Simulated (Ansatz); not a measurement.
Steps of a relaxation of C2H8SeSi (`C[Se]C[SiH3]`) with RKS PBE0-D4/def2-TZVP.

```sh
$ ansatz run in.yaml --threads 4 --pin off --events-out ev --progress --plain --max-ram 10444MiB
```

```yaml
crystal:
  periodic: [false, false, false]
  atoms:
    - {symbol: C, position_ang: [-0.370852, 2.389543, 0.379070]}
    - {symbol: Se, position_ang: [0.634724, 0.805529, 0.948336]}
    - {symbol: C, position_ang: [-0.166274, -0.468862, -0.316669]}
    - {symbol: Si, position_ang: [0.573231, -2.207762, -0.120132]}
    - {symbol: H, position_ang: [-0.029647, 3.228773, 1.014966]}
    - {symbol: H, position_ang: [-1.457285, 2.238791, 0.528812]}
    - {symbol: H, position_ang: [-0.159628, 2.627957, -0.681150]}
    - {symbol: H, position_ang: [0.010293, -0.114046, -1.354089]}
    - {symbol: H, position_ang: [-1.262612, -0.515285, -0.146006]}
    - {symbol: H, position_ang: [-0.080937, -3.136449, -1.108563]}
    - {symbol: H, position_ang: [0.332175, -2.725305, 1.271047]}
    - {symbol: H, position_ang: [2.053710, -2.177985, -0.381623]}
basis:
  gaussian: {orbitals: def2-TZVP}
hamiltonian: {xc: pbe0, dispersion: d4}
relax: {f_tol: 0.005, max_steps: 150}
```

Positions (Å) and forces (eV/Å) along the path, 6 of 6 steps:

```xyz
12
step=1 energy=-75419.0514 eV
C    -0.371    2.390    0.379   -0.129    0.264   -0.052
Se    0.635    0.806    0.948   -0.366    0.016   -0.387
C    -0.166   -0.469   -0.317   -0.188   -0.030   -0.210
Si    0.573   -2.208   -0.120   -0.003    0.086    0.027
H    -0.030    3.229    1.015   -0.161   -0.425   -0.310
H    -1.457    2.239    0.529    0.575    0.035   -0.064
H    -0.160    2.628   -0.681   -0.084   -0.163    0.550
H     0.010   -0.114   -1.354   -0.065   -0.148    0.541
H    -1.263   -0.515   -0.146    0.562    0.047   -0.053
H    -0.081   -3.136   -1.109    0.132    0.206    0.207
H     0.332   -2.725    1.271    0.046    0.114   -0.299
H     2.054   -2.178   -0.382   -0.319   -0.003    0.052
12
step=2 energy=-75419.0959 eV
C    -0.368    2.371    0.377   -0.041    0.056   -0.026
Se    0.626    0.795    0.935   -0.051    0.001   -0.054
C    -0.169   -0.466   -0.320   -0.035   -0.011   -0.043
Si    0.571   -2.189   -0.117   -0.052    0.080   -0.029
H    -0.031    3.202    1.005   -0.049   -0.126   -0.093
H    -1.440    2.213    0.526    0.157    0.035   -0.026
H    -0.156    2.598   -0.673   -0.038   -0.024    0.157
H     0.009   -0.107   -1.342   -0.027   -0.072    0.148
H    -1.252   -0.505   -0.145    0.163   -0.012   -0.033
H    -0.079   -3.107   -1.097    0.037    0.034    0.051
H     0.329   -2.701    1.261    0.013    0.033   -0.069
H     2.037   -2.159   -0.378   -0.075    0.004    0.016
12
step=3 energy=-75419.0994 eV
C    -0.367    2.364    0.376    0.016   -0.002    0.018
Se    0.627    0.792    0.935   -0.029   -0.003   -0.033
C    -0.168   -0.465   -0.319    0.024   -0.039    0.011
Si    0.566   -2.181   -0.119   -0.003    0.022    0.005
H    -0.029    3.189    1.002    0.003    0.023    0.010
H    -1.434    2.210    0.525   -0.014   -0.010    0.006
H    -0.157    2.593   -0.668    0.009   -0.004   -0.015
H     0.009   -0.113   -1.338    0.005    0.018   -0.012
H    -1.246   -0.508   -0.148   -0.017    0.011    0.008
H    -0.077   -3.103   -1.093   -0.002   -0.003   -0.003
H     0.327   -2.686    1.257   -0.002   -0.007    0.009
H     2.028   -2.147   -0.376    0.011   -0.004   -0.003
12
step=4 energy=-75419.0996 eV
C    -0.367    2.367    0.377   -0.005   -0.011   -0.008
Se    0.624    0.792    0.931    0.015   -0.002    0.015
C    -0.169   -0.467   -0.321   -0.003    0.007   -0.002
Si    0.567   -2.182   -0.118    0.002    0.004    0.003
H    -0.029    3.192    1.004    0.005   -0.003    0.005
H    -1.435    2.213    0.527   -0.006    0.003    0.000
H    -0.157    2.596   -0.667   -0.001    0.004   -0.005
H     0.009   -0.114   -1.340   -0.002   -0.001   -0.006
H    -1.247   -0.509   -0.149   -0.006   -0.002   -0.002
H    -0.076   -3.105   -1.092   -0.001   -0.001   -0.001
H     0.327   -2.688    1.258    0.000    0.000    0.002
H     2.029   -2.150   -0.377    0.002    0.000    0.000
12
step=5 energy=-75419.0996 eV
C    -0.367    2.366    0.378    0.007   -0.003    0.005
Se    0.624    0.789    0.929   -0.002    0.015    0.003
C    -0.169   -0.467   -0.324    0.003   -0.011    0.001
Si    0.567   -2.181   -0.117   -0.006   -0.003   -0.009
H    -0.027    3.188    1.006   -0.002    0.003    0.000
H    -1.435    2.212    0.529    0.000   -0.001    0.000
H    -0.159    2.597   -0.666   -0.001   -0.002    0.000
H     0.010   -0.114   -1.343    0.000   -0.001   -0.001
H    -1.248   -0.508   -0.153   -0.001    0.000    0.000
H    -0.077   -3.106   -1.088    0.001   -0.003    0.000
H     0.328   -2.684    1.260    0.000    0.004    0.000
H     2.029   -2.149   -0.376    0.000    0.002    0.001
12
step=6 energy=-75419.0996 eV
C    -0.367    2.366    0.378   -0.001    0.000   -0.001
Se    0.625    0.790    0.929    0.001   -0.003    0.000
C    -0.169   -0.467   -0.324    0.000    0.000   -0.001
Si    0.567   -2.181   -0.118   -0.001    0.002    0.000
H    -0.028    3.189    1.006    0.000    0.001    0.000
H    -1.435    2.212    0.529   -0.001    0.000    0.000
H    -0.158    2.597   -0.666    0.000    0.001   -0.001
H     0.010   -0.114   -1.343    0.001    0.001    0.001
H    -1.248   -0.508   -0.153    0.001    0.001    0.001
H    -0.077   -3.107   -1.088    0.000   -0.001    0.001
H     0.328   -2.682    1.260    0.000   -0.001   -0.001
H     2.029   -2.149   -0.377    0.000    0.000    0.000
```

Run time 25 s (4 threads of an Intel Xeon on a shared host); peak host memory 0.59 GiB.
